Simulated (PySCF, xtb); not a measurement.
Si(CCH)2(F)(Me) (C5H5FSi), SMILES [Si](F)(C#C)(C#C)C.

Harmonic wavenumbers (cm⁻¹) from GFN2-xTB run with xtb at its own minimum, in rising order: 77, 92, 107, 112, 159, 191, 254, 273, 298, 318, 570, 677, 681, 681, 684, 713, 766, 804, 845, 853, 1382, 1479, 1482, 2214, 2216, 3033, 3036, 3050, 3358, 3358.

Question: What does ωB97X-D3(BJ)/def2-SVP (PySCF 2.14.0) give at its own minimum? (An estimate is asked for; the answer gives what the named calculation found.)

Answer: 91, 126, 129, 154, 185, 236, 308, 347, 396, 417, 564, 677, 755, 774, 775, 787, 787, 804, 826, 921, 1291, 1435, 1435, 2202, 2202, 3073, 3180, 3184, 3470, 3470. Paired by order, the mean absolute difference is 57 cm⁻¹ and the zero-point energies are 48.3 and 50.0 kcal/mol.
